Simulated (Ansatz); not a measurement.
```xyz
2

Mg    0.0000    0.0000   -0.6431
O     0.0000    0.0000    0.9647
```

Basis set: cc-pVDZ (spherical functions). Frozen core: 2 orbitals. Charge 0, multiplicity 1.

Computed with Ansatz (development build ahead of 0.2.0); each method stands on the lowest determinant of its kind that the runs found. Restricted open shells among the atoms or ions are ROHF, correlated in semicanonical orbitals with singles.

**Question.** Give the atomization energy at this shape (free ground-state atoms in the same class of orbitals less the molecule, no zero-point energy) of singlet MgO by RHF-MP2, RHF.

**Answer.**

```json
{"method": "RHF-MP2", "atomization energy": "194.4 kJ/mol"}
{"method": "RHF", "atomization energy": "-169.4 kJ/mol"}
```

Caution: in another basis set an unrestricted determinant lies well below; the shape is not the minimum. Caution for RHF: the molecule lies well above its atoms at this level.
